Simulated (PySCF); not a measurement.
A structure optimised at PBE-D3(BJ)/def2-SVP, used in a PySCF frequency run:

```xyz
13

C      0.2523    -2.3775     0.0000
C     -0.0138    -1.0665     0.0000
C     -1.2250    -0.1531     0.0000
B     -0.0500     0.9349     0.0000
C      0.1602     2.4780     0.0000
O      0.9579    -0.0381     0.0000
H      1.2898    -2.7406     0.0000
H     -0.5726    -3.1024     0.0000
H     -1.8680    -0.2244     0.9006
H     -1.8680    -0.2244    -0.9006
H     -0.3328     2.9346     0.8851
H     -0.3328     2.9346    -0.8851
H      1.2294     2.7674     0.0000
```
Charge 0, spin multiplicity 1.

Question: Write its SMILES, formula and point group.

Answer: C=C1CB(C)O1, C₄H₇BO, Cs

Question: What are its rotational constants (standard atomic weights)?

Answer: 10.586, 2.3986, 2.0054 GHz
